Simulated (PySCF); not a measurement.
H₆BBrSi₂, SMILES B[SiH2][SiH2]Br, PBE0/def2-SVP optimised geometry.

```
10

B      1.81     0.85     1.53
Si     1.33    -0.35     0.00
Si    -1.03    -0.35     0.00
Br    -1.74     1.78     0.00
H      1.78     0.43     2.66
H      2.06     2.02     1.35
H      1.74    -1.78     0.19
H      1.77     0.11    -1.35
H     -1.58    -1.00     1.23
H     -1.60    -1.02    -1.20
```

Density from PBE0/def2-TZVP (PySCF) at that geometry.

Minimum of the electron density along straight lines between bonded atoms, close to the bond critical point (lines longer than 1.1 times the sum of covalent radii, or with two minima, are not listed):

```csv
bond,length / Å,ρ at the minimum / e bohr⁻³,∇²ρ there / e bohr⁻⁵,position (fraction from the first atom)
B1–Si2,2.004,0.112,(withheld),0.61
Si2–Si3,2.357,0.090,(withheld),0.40
Si3–Br4,2.244,0.085,0.08,0.35
B1–H5,1.208,0.182,-0.40,0.44
B1–H6,1.207,0.183,-0.40,0.44
Si2–H7,1.499,0.116,0.15,0.49
Si2–H8,1.496,0.117,0.15,0.49
Si3–H9,1.493,0.121,0.15,0.49
Si3–H10,1.493,0.121,(withheld),0.49
```

Problem. What belongs in the gaps?

Solution. 
- B1–Si2, ∇²ρ there / e bohr⁻⁵: -0.04
- Si2–Si3, ∇²ρ there / e bohr⁻⁵: -0.16
- Si3–H10, ∇²ρ there / e bohr⁻⁵: 0.14
